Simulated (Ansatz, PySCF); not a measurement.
Spin states of FeHO (SMILES [OH][Fe]), each relaxed with B3LYP-D3(BJ)/def2-TZVP.
State 1 (charge 0, multiplicity 4):
```xyz
3

Fe    -0.85479    -0.67197    -0.84127
O      0.27467    -0.10174     0.41154
H      0.54695     0.82108     0.35940
```
State 2 (charge 0, multiplicity 6):
```xyz
3

Fe    -0.900    -0.751    -0.866
O      0.241    -0.036     0.337
H      0.626     0.834     0.459
```

Singlets are restricted, other states unrestricted; no spin–orbit coupling, no relativity up to Kr; see below for the cores. The largest T1 diagnostic is 0.031.

The values were computed with Ansatz (Gaussian orbitals); PySCF for the dispersion terms. Each number belongs to the level named beside it.

| level | energy of the multiplicity-6 state less that of the multiplicity-4 state (eV) |
|---|---|
| SVWN5/def2-TZVPP | 0.228 |
| BLYP-D3(BJ)/def2-TZVPP | 0.293 |
| BLYP-D4/def2-TZVPP | 0.293 |
| r2SCAN/def2-TZVPP | -0.157 |
| r2SCAN-D3(BJ)/def2-TZVPP | -0.157 |
| r2SCAN-D4/def2-TZVPP | -0.157 |
| B97M-V/def2-TZVPP | ? |
| B3LYP/def2-TZVPP | 0.033 |
| B3LYP-D3(BJ)/def2-TZVPP | 0.033 |

### Question
Some entries are withheld; supply them.

### Answer

- B97M-V/def2-TZVPP, energy of the multiplicity-6 state less that of the multiplicity-4 state (eV): -0.101

Doubts at one or more of the structures used: a spin-contaminated determinant (SVWN5/def2-TZVPP, BLYP-D3(BJ)/def2-TZVPP, BLYP-D4/def2-TZVPP, r2SCAN/def2-TZVPP, r2SCAN-D3(BJ)/def2-TZVPP, r2SCAN-D4/def2-TZVPP, B97M-V/def2-TZVPP, B3LYP/def2-TZVPP, B3LYP-D3(BJ)/def2-TZVPP).

Ansatz is a quantum-chemistry and plane-wave program.
